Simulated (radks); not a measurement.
Results of a calculation; reference values are marked as such.
Spherical quantum dot in the effective-mass picture: electrons in a parabolic well V = omega^2 r^2 / 2 with omega = 2.1, all in effective atomic units (hartree* = m*/eps^2 hartree, bohr* = eps/m* bohr), one dielectric constant everywhere. Level of theory: non-relativistic Kohn-Sham, PBE, spin-polarised, spherical densities (a radial shooting solver with Libxc functionals). Levels are named by radial order and angular momentum (1s, 1p, 1d, 2s, ...), and open shells are averaged over m. Each electron was tried in the lowest free levels, single moves between levels near the top were tried too, and the lowest total energy was kept; such a search can miss a lower state. At N = 1 the Hartree and exchange-correlation terms need not cancel, so that row can carry a self-interaction error.

| N | open shells | 2S | E (hartree*) | mu = E(N) - E(N-1) (hartree*) | addition energy mu(N+1) - mu(N) (hartree*) | e(HOMO) (hartree*) | rms radius (bohr*) |
|---|---|---|---|---|---|---|---|
| 1 | 1s(up 1, down 0) | 1 | 3.16388 | 3.1639 | 1.087 | 3.5780 | 0.8467 |
| 2 | none | 0 | 7.41481 | 4.2509 | 2.645 | 4.6475 | 0.8842 |
| 3 | 1p(up 1, down 0) | 1 | 14.3104 | 6.8956 | 0.6934 | 7.2369 | 0.9918 |
| 4 | 1p(up 2, down 0) | 2 | 21.8994 | 7.5890 | 0.7090 | 7.9430 | 1.052 |
| 5 | 1p(up 3, down 0) | 3 | 30.1974 | 8.2980 | 0.9201 | 8.6525 | 1.094 |
| 6 | 1p(up 3, down 1) | 2 | 39.4155 | 9.2181 | 0.6454 | 9.5364 | 1.130 |
| 7 | 1p(up 3, down 2) | 1 | 49.2789 | 9.8635 | 0.6592 | 10.192 | 1.160 |
| 8 | none | 0 | 59.8016 | 10.523 | 2.235 | 10.853 | 1.187 |
| 9 | 1d(up 1, down 0) | 1 | 72.5589 | 12.757 | 0.5749 | 13.044 | 1.229 |
| 10 | 1d(up 2, down 0) | 2 | 85.8910 | 13.332 | 0.5756 | 13.620 | 1.265 |
| 11 | 1d(up 3, down 0) | 3 | 99.7988 | 13.908 | 0.5737 | 14.195 | 1.296 |
| 12 | 1d(up 4, down 0) | 4 | 114.280 | 14.481 | 0.5705 | 14.767 | 1.324 |
| 13 | 1d(up 5, down 0) | 5 | 129.332 | 15.052 | 0.7373 | 15.336 | 1.349 |
| 14 | 1d(up 5, down 1) | 4 | 145.122 | 15.789 | 0.5393 | 16.059 | 1.373 |
| 15 | 1d(up 5, down 2) | 3 | 161.450 | 16.329 | 0.5404 | 16.599 | 1.395 |
| 16 | 1d(up 5, down 3) | 2 | 178.319 | 16.869 | 0.5394 | 17.139 | 1.416 |
| 17 | 1d(up 5, down 4) | 1 | 195.727 | 17.408 | 0.5371 | 17.677 | 1.435 |
| 18 | none | 0 | 213.673 | 17.945 | 0.7050 | 18.213 | 1.453 |
| 19 | 2s(up 1, down 0) | 1 | 232.323 | 18.650 | 0.6168 | 18.922 | 1.472 |
| 20 | none | 0 | 251.590 | 19.267 | 1.640 | 19.533 | 1.489 |
| 21 | 1f(up 1, down 0) | 1 | 272.497 | 20.907 | 0.4843 | 21.149 | 1.511 |
| 22 | 1f(up 2, down 0) | 2 | 293.888 | 21.391 | 0.4828 | 21.633 | 1.531 |
| 23 | 1f(up 3, down 0) | 3 | 315.762 | 21.874 | 0.4809 | 22.115 | 1.551 |
| 24 | 1f(up 4, down 0) | 4 | 338.117 | 22.355 | 0.4788 | 22.595 | 1.569 |
| 25 | 1f(up 5, down 0) | 5 | 360.951 | 22.834 | - | 23.072 | 1.587 |

All shells are closed at N = 2, 8, 18, 20 (there: 1s2 1p6 1d10 2s2); the second difference of the energy has clear peaks (12 % above both neighbours; the first and last values, which can be the largest, are not judged, and half-filled shells can peak too) at N = 2, 5, 8, 13, 18, 20.
